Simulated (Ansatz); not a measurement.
A nudged elastic band was laid between two geometries of H10OSi4 + H3P (19 atoms, charge 0, multiplicity 1).

Theory: RKS PBE0-D4/6-31G* (Ansatz 0.2.0).

```
movable images  : 5
climbing image  : yes
spring          : 5.0 eV/Å²
optimiser       : quadratic models (default)
start path      : through a guess of the saddle point
force threshold : 0.05 eV/Å
iteration limit : 38
end points      : relaxed
```

Initial state:

```xyz
19
Properties=species:S:1:pos:R:3
Si -0.227 0.132 -0.061
O -0.192 0.052 1.625
H -1.059 0.042 2.051
Si 2.021 0.198 -0.744
H 2.347 -0.966 -1.619
H 2.296 1.443 -1.518
H 2.913 0.168 0.449
Si -1.304 2.074 -0.824
H -2.734 2.116 -0.396
H -0.629 3.301 -0.313
H -1.261 2.094 -2.315
Si -1.294 -1.719 -1.036
H -2.678 -1.888 -0.502
H -1.388 -1.492 -2.508
H -0.545 -2.986 -0.798
P 1.989 -3.131 1.853
H 0.851 -3.876 1.440
H 2.360 -2.807 0.518
H 1.249 -1.932 2.035
```

Final state:

```xyz
19
Properties=species:S:1:pos:R:3
Si 0.533 -0.548 -0.351
O -1.403 -0.537 2.254
H -2.305 -0.214 2.136
Si 2.302 -0.106 -1.818
H 3.007 -1.369 -2.188
H 1.803 0.540 -3.067
H 3.296 0.810 -1.185
Si -0.522 1.484 0.137
H -2.010 1.371 0.137
H -0.078 2.041 1.447
H -0.179 2.495 -0.910
Si -0.987 -1.980 -1.396
H -2.074 -2.353 -0.446
H -1.608 -1.326 -2.586
H -0.307 -3.228 -1.850
P 1.418 -1.467 1.535
H 0.483 -2.528 1.655
H 2.388 -2.262 0.860
H -1.042 -0.002 2.974
```

(1) What changes between the two ends?

(2) What energy profile does the band end with?

(3) What is the geometry of the highest image?

Results:

(1) Bonds broken: Si1–O2, P16–H19. Bonds formed: Si1–P16, O2–H19. H10OSi4 + H3P becomes H11PSi4 + H2O.

(2) The forces met the threshold. The highest image is number 3 of 0 to 6, 174.7 kJ/mol above the first end and 162.2 kJ/mol above the last; the last end lies 12.4 kJ/mol above the first. A structure lower than the first end lies on the path between it and the top, so the climb from that side starts below the end, which may itself be a saddle point or a shallow side well. Neighbouring images differ by up to 1.8 eV, so the band resolves the path poorly. A vibrational analysis at the climbing image gives one clearly imaginary mode, 280i cm⁻¹: a first-order saddle point. The orbitals stay closed-shell, which can raise the energy where a bond breaks towards radicals; this wasn't checked here.

```tsv
image	path coordinate (Å)	energy (kJ/mol)	Si1–O2 (Å)	P16–H19 (Å)	Si1–P16 (Å)
0	0.00	0.0	1.69	1.42	4.38
1	2.20	-1.4	1.69	1.42	4.56
2	4.40	1.1	1.69	1.42	4.27
3	6.60	174.7	1.91	1.98	2.96
4	9.02	36.5	3.28	2.37	2.31
5	11.43	14.1	3.44	2.89	2.28
6	13.84	12.4	3.25	3.20	2.28
```

(3) 
```xyz
19
Properties=species:S:1:pos:R:3
Si 0.057 -0.272 -0.072
O -0.252 0.040 1.788
H -1.177 0.213 2.049
Si 2.241 0.007 -0.831
H 2.727 -1.270 -1.422
H 2.320 1.089 -1.860
H 3.110 0.395 0.315
Si -1.062 1.756 -0.591
H -2.445 1.809 -0.014
H -0.341 2.971 -0.108
H -1.193 1.847 -2.074
Si -1.205 -1.933 -1.117
H -2.059 -2.613 -0.099
H -2.111 -1.357 -2.157
H -0.305 -2.935 -1.750
P 1.125 -2.491 1.571
H 0.767 -3.337 0.491
H 2.434 -2.201 1.107
H 0.085 -0.895 2.111
```

Time of the run: 19 min on 4 threads of Intel(R) Xeon(R) Platinum 8259CL CPU @ 2.50GHz (Skylake/Cascade Lake) (shared host), peak memory 0.49 GiB.
